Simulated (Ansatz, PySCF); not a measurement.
Process, species as SMILES: F[C]F -> F[C]F as doublet, charge -1 (an electron is taken up)
Each molecule is optimised on its own at B3LYP-D3(BJ)/def2-TZVP (Ansatz, an electronic-structure program). Unstable Hartree-Fock reference: F[C]F.

Wanted: adiabatic electron affinity (0 K, with B3LYP-D3(BJ) harmonic zero-point energies from PySCF), positive where the reaction releases energy, in eV. Cores are frozen in the correlated levels unless marked. UHF or UKS for open shells. No spin-orbit coupling. Non-relativistic. FCI takes restricted orbitals. Anions need diffuse functions: aug- sets have them; def2-D sets add few; the other sets have none. CBS marks a two-point X^-3 extrapolation of the correlation energy; Hartree-Fock from the larger set. The bracket is a focal-point correction in the basis named.

| level | program | adiabatic electron affinity (eV) | minus last row |
|---|---|---|---|
| PBE-D3(BJ)/def2-TZVPD | Ansatz + dftd3 | 0.34 | 0.17 |
| revPBE-D3(BJ)/def2-TZVPD | Ansatz + dftd3 | 0.33 | 0.16 |
| revPBE-D4/def2-TZVPD | Ansatz + dftd4 | 0.36 | 0.19 |
| M06-L-D4/def2-TZVPD | PySCF + dftd4 | -0.02 | -0.19 |
| r2SCAN-D3(BJ)/def2-TZVPD | Ansatz + dftd3 | 0.38 | 0.21 |
| r2SCAN-D4/def2-TZVPD | Ansatz + dftd4 | 0.38 | 0.21 |
| PBE0-D3(BJ)/def2-TZVP | Ansatz + dftd3 | 0.10 | -0.07 |
| PBE0-D4/def2-TZVPD | Ansatz + dftd4 | 0.28 | 0.11 |
| LC-wPBE/def2-TZVPD | Ansatz | 0.40 | 0.23 |
| RPA@PBE/cc-pVTZ | Ansatz | -0.13 | -0.30 |
| MP2/cc-pVDZ | Ansatz | -0.85 | -1.02 |
| SCS-MP2/STO-3G | Ansatz | -6.21 | -6.38 |
| CCSD(T)/6-31G | Ansatz | -0.06 | -0.23 |
| FCI/STO-3G | Ansatz | -6.48 | -6.65 |
| RI-MP2/CBS(aug-cc-pVTZ,aug-cc-pVQZ)+[CCSD(T)-MP2]/aug-cc-pVTZ | Ansatz | 0.17 | 0.00 |
